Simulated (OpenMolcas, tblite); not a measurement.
# AlGeH4Cl (SMILES [Cl][AlH][GeH3]): methods side by side

The species is AlGeH4Cl (7 atoms), meant as a singlet with charge 0. As SMILES, `[Cl][AlH][GeH3]`. The shape is that of a PBE0-D4/def2-TZVP optimisation.

Each level gives the dipole moment (D). The values are calculated.

| level | kind | program | value (D) | CPU time |
| --- | --- | --- | --- | --- |
| IPEA1-xTB | semi-empirical | tblite | 2.61 | under 2 s |
| HF/def2-SVP | Hartree–Fock | OpenMolcas | 1.28 | 12 s |
| SVWN5/def2-SVP | LDA | OpenMolcas | 0.91 | 25 s |
| BLYP/def2-SVP | GGA | OpenMolcas | 0.82 | 37 s |
| r2SCAN/def2-SVP | meta-GGA | OpenMolcas | 1.04 | 45 s |
| BHLYP/def2-SVP | global hybrid | OpenMolcas | 1.14 | 30 s |

All-electron rows without a relativistic Hamiltonian named are non-relativistic. The values span 0.82 to 2.61 D. Magnitudes only. CPU times are rough (shared hosts, several kinds of processor): they show what a rung costs within a factor of a few.
